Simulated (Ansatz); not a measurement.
Consider the formal exchange of groups at the Si–Si bond: `C[SiH2][SiH2]F` + `CCC` → `CC[SiH2]C` + `C[SiH2]F`.

Isolated molecules relaxed with PBE0-D4/def2-TZVP in Ansatz; ΔE leaves out vibrations. CCSD(T)/CBS adds triple-zeta CCSD(T) − MP2 to the extrapolated MP2 energy (def2 sets, frozen cores). DFT in def2-TZVPP. B3LYP here is the variant with VWN-RPA as its local correlation; programs differ in this. HSE06 is defined as in plane-wave codes. Each species was taken in one conformer, which may not be the lowest.

```json
{"level": "LDA (SPW92)", "ΔE (kcal/mol)": "-9.7", "difference from CCSD(T)/CBS": "2.3"}
{"level": "PBE-D4", "ΔE (kcal/mol)": "-9.1", "difference from CCSD(T)/CBS": "2.9"}
{"level": "B3LYP-D4", "ΔE (kcal/mol)": "-11.1", "difference from CCSD(T)/CBS": "0.9"}
{"level": "r2SCANh-D4", "ΔE (kcal/mol)": "-11.7", "difference from CCSD(T)/CBS": "0.3"}
{"level": "HSE06-D4", "ΔE (kcal/mol)": "-9.9", "difference from CCSD(T)/CBS": "2.1"}
{"level": "B2PLYP", "ΔE (kcal/mol)": "-11.8", "difference from CCSD(T)/CBS": "0.2"}
{"level": "PBE", "ΔE (kcal/mol)": "-8.7", "difference from CCSD(T)/CBS": "3.3"}
{"level": "revPBE", "ΔE (kcal/mol)": "-8.3", "difference from CCSD(T)/CBS": "3.7"}
{"level": "PBE0", "ΔE (kcal/mol)": "-9.7", "difference from CCSD(T)/CBS": "2.3"}
{"level": "HSE06", "ΔE (kcal/mol)": "-9.7", "difference from CCSD(T)/CBS": "2.3"}
{"level": "BHLYP", "ΔE (kcal/mol)": "-11.6", "difference from CCSD(T)/CBS": "0.4"}
{"level": "SCS-MP2/def2-TZVPP", "ΔE (kcal/mol)": "-12.9", "difference from CCSD(T)/CBS": "-0.9"}
{"level": "CCSD(T)/def2-TZVPP", "ΔE (kcal/mol)": "-11.8", "difference from CCSD(T)/CBS": "0.2"}
{"level": "HF/def2-QZVPP", "ΔE (kcal/mol)": "-11.7", "difference from CCSD(T)/CBS": "0.3"}
{"level": "SCS-MP2/def2-QZVPP", "ΔE (kcal/mol)": "-13.0", "difference from CCSD(T)/CBS": "-1.0"}
{"level": "CCSD/CBS(def2)", "ΔE (kcal/mol)": "-12.0", "difference from CCSD(T)/CBS": "0.0"}
{"level": "CCSD(T)/CBS", "ΔE (kcal/mol)": "-12.0", "difference from CCSD(T)/CBS": "0"}
```

Largest T1 diagnostic among the species: 0.012.

From BLYP to BHLYP (50 % exact exchange), in def2-TZVPP and without D4, ΔE moves by −1.8 kcal/mol. At CCSD(T), def2-SVP lies +3.3 kcal/mol from the extrapolated value and def2-TZVPP +0.2 kcal/mol.
